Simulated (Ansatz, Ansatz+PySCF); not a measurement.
```yaml
atoms:
  - { symbol: F, position_ang: [0.0000, 0.0000, -0.6882] }
  - { symbol: F, position_ang: [0.0000, 0.0000, 0.6882] }
```

Basis set: STO-3G (spherical functions). Correlated methods keep 2 orbitals frozen. Charge 0, multiplicity 1.

Computed with Ansatz (development build ahead of 0.2.0); each method stands on the lowest determinant of its kind that the runs found. Restricted open shells among the atoms or ions are ROHF, correlated in semicanonical orbitals with singles. Restricted functionals stand beside restricted open-shell atoms, which can lie above the unrestricted atoms usual in DFT and then raise those values.

Q: Give the atomization energy at this shape (free ground-state atoms in the same class of orbitals less the molecule, no zero-point energy) of singlet F2 by PBE0 (restricted), RHF-CCSD(T), RHF-MP2, UHF-MP2, UHF.

A:

```json
{"method": "PBE0 (restricted)", "atomization energy": "312.5 kJ/mol"}
{"method": "RHF-CCSD(T)", "atomization energy": "202.1 kJ/mol"}
{"method": "RHF-MP2", "atomization energy": "132.5 kJ/mol"}
{"method": "UHF-MP2", "atomization energy": "102.8 kJ/mol"}
{"method": "UHF", "atomization energy": "10.3 kJ/mol"}
```

Caution for UHF-MP2: another reference gives a lower total. Caution for UHF-MP2, UHF: the unrestricted determinant is spin contaminated.

This basis has no polarisation functions and is too small for such energies, which can lie far from measured ones in either direction.
